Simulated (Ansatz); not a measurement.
Species: GaI$_{2}$, charge 1, multiplicity 1. SMILES of the parent species: [I][Ga][I]
Structure (B3LYP-D3(BJ)/def2-TZVP (Ansatz, a first-principles code) minimum search):
```xyz
3

Ga     0.0000     0.0000     0.0000
I      0.0000     0.0000     2.3869
I      0.0000     0.0000    -2.3869
```
Charge +1, spin multiplicity 1.

Parts of the frozen-core correlation energy in STO-3G (Ansatz, hartree). Frozen orbitals: 60; correlated occupied orbitals by spin: 8 and 8; virtual: 4 and 4. Spin-orbit coupling is left out. In def2 rows, elements after Kr have scalar-relativistic effective core potentials. STO-3G rows are all-electron and non-relativistic. The restricted reference is unstable.

| term | value |
|---|---|
| reference (HF) | -15602.19957 |
| MP2 opposite-spin | ? |
| MP2 same-spin | ? |
| CCSD correlation | ? |
| (T) | -0.00432 |
| T1 diagnostic | 0.021 |
| largest doubles amplitude | 0.056 |

**Question.** Some entries are withheld; supply them.

**Answer.** 
- MP2 opposite-spin, value: -0.03227
- MP2 same-spin, value: -0.01046
- CCSD correlation, value: -0.05052
